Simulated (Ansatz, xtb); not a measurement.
Two isomers of C5H13B

Structure I: `CBCC(C)C`, a singlet. Structure II: `BCC(C)(C)C`, a singlet. Both are isolated molecules in the gas phase, relaxed with B3LYP-D3(BJ)/def2-SVP; the shapes shown needn't be the lowest conformers.

I (Å):

```xyz
19

C    -1.1802    2.3566   -1.0384
C    -0.2269   -0.2184   -0.5416
C     0.3853    0.1593    0.8162
C     1.6668    0.9792    0.6290
C     0.6531   -1.0789    1.6781
B    -0.8339    0.8902   -1.4682
H    -2.1902    2.6467   -1.3772
H    -0.4954    3.0257   -1.5977
H    -1.0734    2.5874    0.0318
H    -1.0922    0.5706   -2.6117
H    -1.1055   -0.8877   -0.3864
H     0.4721   -0.8589   -1.1137
H    -0.3434    0.7917    1.3560
H     2.4283    0.3915    0.0876
H     2.1018    1.2755    1.5972
H     1.4816    1.8976    0.0499
H     1.3727   -1.7528    1.1817
H    -0.2707   -1.6533    1.8554
H     1.0748   -0.8066    2.6595
```

II (Å):

```json
{"atom": "C", "x (Å)": "0.2461", "y (Å)": "-0.8456", "z (Å)": "-1.2939"}
{"atom": "C", "x (Å)": "-0.0046", "y (Å)": "-0.8081", "z (Å)": "0.2315"}
{"atom": "C", "x (Å)": "0.6199", "y (Å)": "0.4646", "z (Å)": "0.8273"}
{"atom": "C", "x (Å)": "-1.5155", "y (Å)": "-0.8236", "z (Å)": "0.5153"}
{"atom": "C", "x (Å)": "0.6435", "y (Å)": "-2.0412", "z (Å)": "0.8833"}
{"atom": "B", "x (Å)": "-0.2960", "y (Å)": "0.2875", "z (Å)": "-2.2160"}
{"atom": "H", "x (Å)": "-0.9760", "y (Å)": "1.2034", "z (Å)": "-1.8166"}
{"atom": "H", "x (Å)": "-0.0390", "y (Å)": "0.2526", "z (Å)": "-3.3975"}
{"atom": "H", "x (Å)": "1.3327", "y (Å)": "-0.9418", "z (Å)": "-1.5007"}
{"atom": "H", "x (Å)": "-0.1587", "y (Å)": "-1.7892", "z (Å)": "-1.7219"}
{"atom": "H", "x (Å)": "1.7054", "y (Å)": "0.4996", "z (Å)": "0.6361"}
{"atom": "H", "x (Å)": "0.1703", "y (Å)": "1.3721", "z (Å)": "0.3942"}
{"atom": "H", "x (Å)": "0.4708", "y (Å)": "0.5048", "z (Å)": "1.9185"}
{"atom": "H", "x (Å)": "-1.7131", "y (Å)": "-0.8065", "z (Å)": "1.5994"}
{"atom": "H", "x (Å)": "-2.0176", "y (Å)": "0.0492", "z (Å)": "0.0696"}
{"atom": "H", "x (Å)": "-1.9861", "y (Å)": "-1.7320", "z (Å)": "0.1036"}
{"atom": "H", "x (Å)": "1.7309", "y (Å)": "-2.0603", "z (Å)": "0.7021"}
{"atom": "H", "x (Å)": "0.4843", "y (Å)": "-2.0468", "z (Å)": "1.9741"}
{"atom": "H", "x (Å)": "0.2193", "y (Å)": "-2.9741", "z (Å)": "0.4767"}
```

Question: Estimate which is lower in electronic energy at CCSD(T)/def2-SVP + ΔMP2/def2-TZVPP, and by roughly how much.

Answer: The CCSD(T)/def2-SVP + ΔMP2/def2-TZVPP calculation puts structure I lower, by 9.4 kcal/mol.

Level by level:

```json
{"level": "GFN2-xTB", "geometry": "GFN2-xTB", "E(II) − E(I) (kcal/mol)": "−3.3", "departure from the last row (kcal/mol)": "−12.7", "job, with rough time for the two": "optimisation, 0.34 s"}
{"level": "HF/STO-3G", "geometry": "GFN2-xTB", "E(II) − E(I) (kcal/mol)": "+10.6", "departure from the last row (kcal/mol)": "+1.1", "job, with rough time for the two": "single point, 0.38 s"}
{"level": "r2SCAN-D4/def2-SVP", "geometry": "GFN2-xTB", "E(II) − E(I) (kcal/mol)": "+12.2", "departure from the last row (kcal/mol)": "+2.8", "job, with rough time for the two": "single point, 3.7 s"}
{"level": "B3LYP-D3(BJ)/def2-SVP", "geometry": "B3LYP-D3(BJ)/def2-SVP", "E(II) − E(I) (kcal/mol)": "+11.5", "departure from the last row (kcal/mol)": "+2.1", "job, with rough time for the two": "optimisation, 42 s"}
{"level": "HF/def2-SVP", "geometry": "B3LYP-D3(BJ)/def2-SVP", "E(II) − E(I) (kcal/mol)": "+11.4", "departure from the last row (kcal/mol)": "+1.9", "job, with rough time for the two": "part of the CCSD(T) run"}
{"level": "MP2/def2-SVP", "geometry": "B3LYP-D3(BJ)/def2-SVP", "E(II) − E(I) (kcal/mol)": "+8.9", "departure from the last row (kcal/mol)": "−0.5", "job, with rough time for the two": "part of the CCSD(T) run"}
{"level": "CCSD(T)/def2-SVP", "geometry": "B3LYP-D3(BJ)/def2-SVP", "E(II) − E(I) (kcal/mol)": "+9.0", "departure from the last row (kcal/mol)": "−0.4", "job, with rough time for the two": "single point"}
{"level": "CCSD(T)/def2-SVP + ΔMP2/def2-TZVPP", "geometry": "B3LYP-D3(BJ)/def2-SVP", "E(II) − E(I) (kcal/mol)": "+9.4", "departure from the last row (kcal/mol)": "", "job, with rough time for the two": "single point, 72 s"}
```

As drawn, II has 1 C–C, 1 B–H in place of 1 C–B, 1 C–H.

GFN2-xTB puts the two in the other order. The largest departure from CCSD(T)/def2-SVP + ΔMP2/def2-TZVPP is that of GFN2-xTB, 12.7 kcal/mol. The last row adds to CCSD(T) the change of the MP2 difference between the two basis sets, here +0.4 kcal/mol.

With thermal terms from frequencies at re-optimised GFN2-xTB minima (ideal gas, soft modes damped towards free rotors, one conformer each, 298.15 K, 1 atm): the zero-point term adds −0.7 kcal/mol; ΔH is +8.5 and ΔG +9.5 kcal/mol.

The correlated steps freeze 6 core orbitals. Run with Ansatz 0.2.0, xtb 6.7.1; the last row on 4 threads of Arm Neoverse V1 on a shared host.
